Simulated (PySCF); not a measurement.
## Computed structure and properties of Sm(SH)3

System: Sm(SH)3 (singlet in the valence; each metal's 4f electrons, 5 of them, lie in its core potential, out of spins and levels); start: displaced along the imaginary mode (C3). Method: PySCF 2.14.0, RKS PBE0, Sm lcecp-1-SVP with ECP51, S def2-SVP, H def2-SVP; non-relativistic Hamiltonian with scalar-relativistic core potentials where named; density fitting; no spin-orbit coupling.

Input of the relaxation:

```python
mol = gto.M(atom='''
Sm     0.00000    -0.00000    -0.37713
S      2.45980     0.00680     0.53908
H      2.11931    -0.24999     1.84817
S     -1.23579     2.12685     0.53908
H     -0.84315     1.96037     1.84817
S     -1.22401    -2.13365     0.53908
H     -1.27615    -1.71038     1.84817''',
    basis={'Sm': 'lcecp-1-SVP', 'S': 'def2-SVP', 'H': 'def2-SVP'},
    ecp={'Sm': 'lcecp-1-SVP'},
    charge=0, spin=0)
mf = dft.RKS(mol, xc='PBE0')
mf.grids.atom_grid = (50, 194)  # f atoms: unpruned, at least (60, 302)
mf = mf.density_fit()  # fitting sets: Sm AutoAux, S def2-universal-JKFIT, H def2-universal-JKFIT
mf.conv_tol = 1e-08; mf.max_cycle = 55
mf.kernel(dm0)  # dm0: converged density of the start geometry
# quasi-Newton relaxation in Cartesian coordinates to a largest gradient under 0.00045 Eh/bohr, steps kept in the point group
```

Run from Python with OMP_NUM_THREADS=2; the lines above give its settings. Where DIIS fails, smearing, a level shift and second-order steps follow.
It took 120 s on 2 threads of Arm Neoverse V2, on a shared host, from the converged density of the start.

Course of the relaxation:

```tsv
step	energy above end (eV)	largest force component within the symmetry (eV/Å)
0	0.3727	0.588
1	0.3316	0.183
2	0.2835	0.502
3	0.2609	0.778
4	0.1882	0.141
5	0.1489	0.448
6	0.1220	0.245
7	0.0972	0.288
23	0.0011	0.019
24	0.0009	0.020
25	0.0003	0.047
26	0.0001	0.015
27	0.0000	0.009
28	0.0000	0.009
```
(The steps between are left out.)

Relaxed geometry (C3, nearly C3h):

```xyz
7

Sm    0.0000    0.0000    0.9086
S     2.5941    0.4036    0.9798
H     2.9193   -0.9113    0.9788
S    -1.6466    2.0448    0.9798
H    -0.6704    2.9838    0.9788
S    -0.9475   -2.4484    0.9798
H    -2.2489   -2.0725    0.9788
```

```
    contact      Å
Sm1–S2 (SH)  2.626
Sm1–S4 (SH)  2.626
Sm1–S6 (SH)  2.626
```

On the finer grid (75, 302):

```
HOMO                                                          : -7.35 eV
LUMO                                                          : -2.45 eV
Dipole about the centre of mass                               : 0.44 D
Set of Mulliken populations of Sm1 outside the core potential : s 2.30, p 6.31, d 1.48, f 0.04
D3(BJ) dispersion energy (not in the energies)                : -0.184 eV
```

```json
{"atom": "Sm1", "Mulliken (e)": "0.86", "Löwdin (e)": "0.00", "spin (e)": "0.00"}
{"atom": "S2", "Mulliken (e)": "-0.40", "Löwdin (e)": "-0.02", "spin (e)": "0.00"}
{"atom": "H3", "Mulliken (e)": "0.11", "Löwdin (e)": "0.02", "spin (e)": "0.00"}
{"atom": "S4", "Mulliken (e)": "-0.40", "Löwdin (e)": "-0.02", "spin (e)": "0.00"}
{"atom": "H5", "Mulliken (e)": "0.11", "Löwdin (e)": "0.02", "spin (e)": "0.00"}
{"atom": "S6", "Mulliken (e)": "-0.40", "Löwdin (e)": "-0.02", "spin (e)": "0.00"}
{"atom": "H7", "Mulliken (e)": "0.11", "Löwdin (e)": "0.02", "spin (e)": "0.00"}
```

The 4f levels lie in the core potential and are missing. Their spin isn't counted.

On the grid (50, 194), as all that follows. Harmonic modes: a minimum within the noise of the softest modes; lowest 18 cm⁻¹ (negative: unstable), highest 2691 cm⁻¹, zero-point energy 0.676 eV.

Taking off one SH (charge -1, singlet; the rest: singlet) in vacuum, both parts rigid, costs 8.95 eV; the small basis without counterpoise inflates it. Most of it is the attraction of opposite charges; other ways to part are cheaper, and one spin state was tried for the rest.

Rigid scan of SH along the line from its metal:

(distance to S2 (Å), energy (eV)): (2.33, 0.615), (2.43, 0.241), (2.53, 0.054), (2.63, 0.000), (2.73, 0.043), (2.83, 0.153), (3.03, 0.497), (3.33, 1.141), (3.73, 1.994), (4.23, 2.884)

One start shape was tried, so this needn't be the lowest isomer.

An lcecp potential fixes the number of 4f electrons, so in runs with it no electron can move into or out of that shell.
